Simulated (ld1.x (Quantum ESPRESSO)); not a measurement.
An all-electron radial function and its pseudo partner (lutetium)

Columns: radius, all-electron u(r) and pseudo u(r) of the 5s shell (level -64.23 eV) of lutetium in the configuration [Kr] 4d10 4f14 5s2 5p6 5d1 6s1.5 6p0; PBE, scalar-relativistic, PAW scheme, ld1.x (Quantum ESPRESSO) 7.5.

```csv
r (bohr),all-electron,pseudo
0.129,0.3145,0.3354
0.258,-0.1272,0.6463
0.387,-0.5800,0.9111
0.516,-0.2240,1.1136
0.645,0.3462,1.2444
0.774,0.7838,1.3015
0.903,1.0200,1.2909
1.032,1.0918,1.2241
1.161,1.0560,1.1167
1.290,0.9604,0.9858
1.419,0.8388,0.8473
1.548,0.7120,0.7136
1.677,0.5921,0.5921
1.806,0.4848,0.4848
1.935,0.3923,0.3923
2.064,0.3145,0.3145
2.193,0.2504,0.2504
2.322,0.1982,0.1982
2.451,0.1562,0.1562
2.580,0.1225,0.1225
2.709,0.0959,0.0959
2.838,0.0748,0.0748
2.967,0.0582,0.0582
3.096,0.0452,0.0452
3.225,0.0351,0.0351
3.354,0.0272,0.0272
```

**Question.** How many radial nodes do the two functions have?

**Answer.** The all-electron 5s function has n − l − 1 = 4 (the table is too coarse to show those close to the nucleus); the pseudo-wave has 0, since the states of the same l below it are removed with the core.

**Question.** At about which radius was the pseudo-wave matched?

**Answer.** 1.70 bohr, where the columns begin to agree (steps of 0.13 bohr).

**Question.** Is the pseudo-wave norm-conserving?

**Answer.** No, it belongs to a PAW set: the norm inside the radius is not constrained, and the difference is carried by the augmentation charge.
